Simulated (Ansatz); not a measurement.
Ansatz (an electronic-structure program) input (CCSD(T)/6-31G):

Ansatz 0.2 input:
```yaml
crystal:
  periodic: [false, false, false]
  atoms:
    - {symbol: B, position_ang: [0.47711433, 0.06454583, -0.02484595]}
    - {symbol: F, position_ang: [0.68599622, -1.23554677, -0.19454781]}
    - {symbol: F, position_ang: [1.51669143, 0.87899531, 0.00440865]}
    - {symbol: O, position_ang: [-0.76411204, 0.58432440, 0.12054682]}
    - {symbol: C, position_ang: [-1.90761067, -0.15799048, 0.09323758]}
    - {symbol: H, position_ang: [-2.81268111, 0.39215245, 0.28183084]}
    - {symbol: H, position_ang: [-1.83851896, -1.23257076, 0.02985141]}
basis:
  gaussian:
    orbitals: 6-31G
magnetization: {spin_polarized: true, initial_magnetization: 1}
correlation: {method: ccsd_t, electrons: outside_noble_gas}
```

Output:

```
Functional definition: HF
integrals: 0.03 GiB planned
543 factors; integrals over basis functions are off by at most 2.7e-4 eV
mean field: 0.13 GiB planned
mean field evaluation 1: about -9180.1299 eV, gradient 2.4e1 eV
mean field evaluation 2: about -9180.1389 eV, gradient 2.4e1 eV
mean field evaluation 4: about -9182.7033 eV, gradient 2.2e0 eV
mean field evaluation 8: about -9182.7522 eV, gradient 1.9e-1 eV
mean field evaluation 16: about -9182.2324 eV, gradient 1.2e1 eV
mean field -9182.75271194 eV, -337.4599378704 hartree, gradient 2.7e-6 eV, S^2 0.761936; 0 other end points of the search recorded, 0 dependent functions left out
5 core orbitals not correlated
reference -9182.75271194 eV, -337.4599378704 hartree; 15, 14 occupied and 29, 30 virtual orbitals, 543 factors
second order -13.05158145 eV of doubles, -0.00000000 eV of singles
coupled cluster: 0.17 GiB planned
cycle   1  -12.90843942 eV  change    1.4e-1 eV  update   1.0e-1
cycle   2  -13.32141993 eV  change   -4.1e-1 eV  update   3.0e-2
cycle   3  -13.44672944 eV  change   -1.3e-1 eV  update   1.7e-2
cycle   4  -13.44875861 eV  change   -2.0e-3 eV  update   4.8e-3
cycle   5  -13.44602671 eV  change    2.7e-3 eV  update   2.0e-3
cycle   6  -13.44663686 eV  change   -6.1e-4 eV  update   7.2e-4
cycle   7  -13.44668538 eV  change   -4.9e-5 eV  update   2.4e-4
cycle   8  -13.44669589 eV  change   -1.1e-5 eV  update   1.0e-4
cycle   9  -13.44673886 eV  change   -4.3e-5 eV  update   4.2e-5
cycle  10  -13.44672050 eV  change    1.8e-5 eV  update   1.8e-5
perturbative correction -0.26008845 eV, -0.0095580743 hartree
Total energy: -9196.45952089 eV, -337.9636538085 hartree
```

It need not be the lowest isomer of its formula.
